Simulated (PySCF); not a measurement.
C3H16GeSi3, SMILES C[Si](C)(C)[SiH2][SiH2][GeH3], GFN2-xTB optimised geometry.

```
23

C      1.59     1.58     0.00
Si    -0.32     1.58     0.00
C     -0.90     0.75     1.63
C     -0.91     3.39     0.00
Si    -1.13     0.34    -1.82
Si    -0.87    -1.96    -1.57
Ge     1.22    -2.50    -0.65
H      1.99     2.05    -0.89
H      1.98     0.56     0.03
H      2.00     2.10     0.86
H     -1.98     0.71     1.69
H     -0.52    -0.27     1.70
H     -0.54     1.29     2.50
H     -0.54     3.95     0.86
H     -2.00     3.45     0.03
H     -0.59     3.91    -0.90
H     -2.55     0.63    -2.08
H     -0.47     0.76    -3.07
H     -1.00    -2.74    -2.80
H     -1.88    -2.53    -0.67
H      2.40    -1.86    -1.32
H      1.42    -2.09     0.79
H      1.61    -3.95    -0.62
```

Density from PBE/def2-SVP in PySCF at that geometry.

Minimum of the electron density along straight lines between bonded atoms, close to the bond critical point (lines longer than 1.1 times the sum of covalent radii, or with two minima, are not listed):

| bond | length / Å | ρ at the minimum / e bohr⁻³ | ∇²ρ there / e bohr⁻⁵ | position (fraction from the first atom) |
|---|---|---|---|---|
| C1–Si2 | 1.910 | 0.108 | 0.29 | 0.62 |
| Si2–C3 | 1.912 | 0.108 | 0.29 | 0.38 |
| Si2–C4 | 1.912 | 0.108 | 0.29 | 0.38 |
| Si6–Ge7 | 2.341 | 0.088 | -0.06 | 0.35 |
| C1–H8 | 1.086 | 0.270 | -0.95 | 0.63 |
| C1–H9 | 1.088 | 0.269 | -0.95 | 0.63 |
| C1–H10 | 1.087 | 0.269 | -0.95 | 0.63 |
| C3–H11 | 1.086 | 0.270 | -0.95 | 0.63 |
| C3–H12 | 1.087 | 0.269 | -0.95 | 0.63 |
| C3–H13 | 1.086 | 0.269 | -0.95 | 0.63 |
| C4–H14 | 1.087 | 0.269 | -0.95 | 0.63 |
| C4–H15 | 1.086 | 0.270 | -0.96 | 0.63 |
| C4–H16 | 1.086 | 0.270 | -0.96 | 0.63 |
| Si5–H17 | 1.474 | 0.112 | 0.30 | 0.49 |
| Si5–H18 | 1.475 | 0.112 | 0.30 | 0.49 |
| Si6–H19 | 1.469 | 0.114 | 0.31 | 0.49 |
| Si6–H20 | 1.470 | 0.114 | 0.31 | 0.49 |
| Ge7–H21 | 1.506 | 0.137 | 0.07 | 0.59 |
| Ge7–H22 | 1.506 | 0.137 | 0.07 | 0.59 |
| Ge7–H23 | 1.504 | 0.138 | 0.07 | 0.59 |
